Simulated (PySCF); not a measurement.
# How methods differ on the ionisation energy of Te(34+)

Te(34+) [Ar] (1S) → Te(35+) [Ne] 3s2 3p5 (2P), as a difference of total energies. Computed with PySCF 2.14 in an even-tempered Gaussian basis (18 s from 5.6 bohr⁻², ratio 2.5; 12 p from 7.3 bohr⁻², ratio 2.5; 5 d from 33 bohr⁻², ratio 2.7; 4 f from 50 bohr⁻², ratio 2.7), with the spin-free X2C one-electron Hamiltonian (Gaussian nucleus). Correlated levels: outer shells: 1s2 frozen; virtual orbitals above 40 to 60 times the deepest correlated orbital energy dropped. The calculations carry no spin-orbit coupling.

| method | ionisation energy (eV) |
| --- | --- |
| UHF | 2330.8 |
| MP2 (outer shells) | 2331.8 |
| SCS-MP2 (outer shells) | 2331.7 |
| CCSD (outer shells) | 2331.7 |
| CCSD(T) (outer shells) | 2331.7 |

A first-order spin-orbit estimate (lowest level to lowest level, LS coupling) adds -20.685 eV.

Breit and QED terms and the two-electron picture change are absent.

For comparison: 2309 ± 5 eV (theoretical estimate listed by NIST; NIST Atomic Spectra Database, ionization energies).
